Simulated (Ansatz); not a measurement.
`O[B](O)[SbH2]` + `CC[SeH]` → `CC[Se]B(O)O` + `[SbH3]`  (cleavage of the B–Sb bond)

Program: Ansatz. Geometries: PBE0-D4/def2-TZVP. ΔE: electronic, gas phase. CCSD(T)/CBS adds triple-zeta CCSD(T) − MP2 to the extrapolated MP2 energy (def2 sets, frozen cores). Functionals use def2-TZVPP. def2 core potentials past Kr. For Sb, Se outer-core shells are correlated without core-valence functions, which leaves a few kJ/mol of doubt a bond. Scalar relativity is left out up to krypton. Each species was taken in one conformer, which may not be the lowest.

**Question.** Is it downhill or uphill in electronic energy at CCSD(T)/CBS, and by how much? (Estimate.)

**Answer.** Ansatz gave: Downhill: ΔE = -0.69 eV.

**Question.** What do these levels give: PBE, SCS-MP2/def2-TZVPP, MP2/def2-QZVPP, SCS-MP2/def2-QZVPP, HF/CBS(def2), MP2/CBS(def2)? (Best estimate.)

**Answer.** Computed: PBE -0.66, SCS-MP2/def2-TZVPP -0.73, MP2/def2-QZVPP -0.71, SCS-MP2/def2-QZVPP -0.70, HF/CBS(def2) -0.70, MP2/CBS(def2) -0.70 eV.

Largest T1 diagnostic among the species: 0.014.

The D4 term adds −0.04 eV with B3LYP and −0.03 eV with PBE0; it sums over pairs of atoms, weighted by their polarisabilities, and B3LYP, whose exchange is more repulsive, gets the larger term.

B3LYP here is the variant with VWN-RPA as its local correlation; programs differ in this.
